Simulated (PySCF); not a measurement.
Species: C₃H₁₁NSi₂.
Geometry (PBE0-D3(BJ)/def2-SVP, Å), atoms numbered from 1 in this order:
```xyz
17
C3H11NSi2 angstrom
C      2.543    0.233    0.080
Si     0.819   -0.293    0.592
C     -0.198   -1.059   -0.809
C     -1.686   -0.737   -0.563
Si    -1.792    1.003    0.177
N     -0.229    1.062    0.948
H      3.152   -0.642   -0.199
H      3.065    0.749    0.902
H      2.502    0.918   -0.781
H      0.951   -1.235    1.756
H      0.143   -0.587   -1.747
H     -0.022   -2.141   -0.924
H     -2.296   -0.850   -1.474
H     -2.107   -1.433    0.182
H     -2.931    1.154    1.138
H     -1.973    2.069   -0.865
H      0.045    1.814    1.569
```

Theory: core-valence-separated Tamm–Dancoff BHandHLYP/aug-pcX-1 (pcseg-1 on H, def2-SVPD on Si) in PySCF, non-relativistic, gas phase, PBE0-D3(BJ)/def2-SVP geometry. BHandHLYP without relativity tends to put these K edges a few eV too low, so spacings mean more than positions.

The lowest roots of each edge with f over 0.003 (five at most, numbered afresh; weaker and dark ones are left out), with transition dipoles (au) in the frame of the coordinates:

```
root  edge  E (eV)       μx       μy       μz
   1     C  284.94  -0.0245  -0.0066   0.0024
   2     C  285.24  -0.0223   0.0161   0.0281
   3     C  285.26   0.0305   0.0163   0.0055
   4     C  285.64  -0.0059   0.0415   0.0445
   5     C  285.74  -0.0010   0.0243  -0.0315
   6     N  398.76  -0.0036  -0.0249  -0.0171
   7     N  399.99  -0.0341  -0.0012  -0.0272
   8     N  400.31  -0.0024  -0.0387   0.0227
   9     N  400.44   0.0189   0.0119   0.0144
  10     N  400.56   0.0256  -0.0212  -0.0228
```

Problem. What are the oscillator strengths?

Solution. f = (2/3) ΔE |μ|², with ΔE in hartree (27.2114 eV):

```
root  ΔE (Eh)  |μ|² (au)      f  core hole on
   1  10.4713   0.000651  0.005            C1
   2  10.4823   0.001550  0.011            C3
   3  10.4832   0.001228  0.009            C4
   4  10.4972   0.003738  0.026            C1
   5  10.5009   0.001582  0.011            C4
   6  14.6543   0.000928  0.009            N6
   7  14.6993   0.001903  0.019            N6
   8  14.7110   0.002020  0.020            N6
   9  14.7159   0.000708  0.007            N6
  10  14.7203   0.001627  0.016            N6
```

Problem. Molecules are fixed in this frame and the field points along x. What effective strengths 3 f cos²θ do the roots have (θ between field and μ)?

Solution. root 1 (C1): 0.013, root 2 (C3): 0.010, root 3 (C4): 0.020, root 4 (C1): 0.001, root 5 (C4): 0.000, root 6 (N6): 0.000, root 7 (N6): 0.034, root 8 (N6): 0.000, root 9 (N6): 0.011, root 10 (N6): 0.019. Root 7 is the strongest. Averaged over all orientations cos²θ is 1/3, which gives f back.

The run took 42 s on AMD EPYC, one thread, no GPU, on a shared host, and the process peaked at 1.0 GiB of memory.

One conformer stands for the species.
